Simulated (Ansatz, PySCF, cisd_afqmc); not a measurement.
System: GeH, charge 0, doublet. GeH (SMILES [GeH], doublet).
B3LYP-D3(BJ)/def2-TZVP minimum from Ansatz (a program for electronic structure):
```
Ge
H 1 1.6063
```
Charge 0, spin multiplicity 2.

Atomisation energy term by term, kcal/mol (programs: Ansatz, cisd_afqmc). Open shells are spin-unrestricted; no spin-orbit coupling. Cores are frozen in correlated methods (noble-gas shells, and filled d and f shells in the p block). No relativity. AFQMC/CISD: phaseless, guided by CISD from CCSD amplitudes; bars are statistical, one sigma. Outlying blocks are dropped, and bars are widened where a walk drifts. Over all cases where full CI ran beside it in this data, AFQMC minus full CI had a median of +0.1 mEh and passed +0.4 mEh in a tenth of the cases. CBS(X,Y): correlation extrapolated as X^-3, Hartree-Fock from the larger set (Q,5: extrapolated as (X+1)exp(-9√X)). A bracket is a step between two methods taken in the basis named. For partners of very few electrons the exact lower level stands in for a higher one.

```json
[
 {"term": "Hartree-Fock", "basis": "CBS(cc-pVQZ,cc-pV5Z)", "kcal/mol": "46.05"},
 {"term": "CCSD correlation", "basis": "CBS(cc-pVQZ,cc-pV5Z)", "kcal/mol": "21.29"},
 {"term": "(T)", "basis": "CBS(cc-pVQZ,cc-pV5Z)", "kcal/mol": "0.47"},
 {"term": "CCSDT(Q) - CCSD(T)", "basis": "cc-pV5Z", "kcal/mol": "0.08"},
 {"term": "CCSDTQ - CCSDT(Q)", "basis": "cc-pVTZ", "kcal/mol": "0.00"},
 {"term": "minus zero-point energy", "basis": "Hessian by PySCF at B3LYP-D3(BJ)/def2-TZVP", "kcal/mol": "-2.67"},
 {"term": "sum: D0", "basis": "", "kcal/mol": "65.2"}
]
```

The step beyond CCSD(T) by other levels: CCSDTQ in cc-pVDZ 0.11; AFQMC/CISD in cc-pVDZ 0.13 ± 0.05; CCSDT(Q) in cc-pVDZ 0.11; CCSDTQ in cc-pVTZ 0.08; CCSDT(Q) in cc-pVTZ 0.07; CCSDT(Q) in cc-pVQZ 0.08 kcal/mol.
